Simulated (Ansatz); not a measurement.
The cluster ScF₃. The state is a quintet with charge 0. Geometry PBE0-D4/def2-TZVP; atoms count from 1.

Cartesian coordinates in Å:
```
Sc -0.623 -0.436 -0.554
F -1.571 -0.910 1.218
F 1.614 1.129 1.436
F 0.579 0.216 -2.101
```

In the quintet geometry the species has come apart into loosely held pieces. At PBE0-D4/def2-TZVP a singlet of charge 0 lies 13.10 eV below the quintet, each at its own geometry. The structure comes from a short search, and lower isomers may exist.

(1) Estimate the Mulliken populations from the PBE0/def2-TZVP orbitals of Ansatz.

(2) Where does the spin sit?

(3) And the Mayer bond orders between bonded heavy atoms (over 0.3)?

## Answers

(1) 
| atom | charge (e) | spin (α − β) | d electrons |
| --- | --- | --- | --- |
| Sc1 | 0.58 | 1.97 | 1.54 |
| F2 | -0.30 | 0.51 | – |
| F3 | 0.02 | 1.00 | – |
| F4 | -0.30 | 0.51 | – |
Mulliken values and Mayer orders depend strongly on the basis.

(2) Summed by element: Sc 1.97, F 2.03, of 4 unpaired in all. Largest on single atoms: Sc1 1.97, F3 1.00, F4 0.51.

(3) Sc1–F2 0.39 (2.06 Å); Sc1–F4 0.39 (2.07 Å). Values over 0.3 also appear between atoms too far apart for a bond (F2–F4 0.45 at 4.11 Å); they arise where an orbital or an unpaired electron spreads over both atoms.
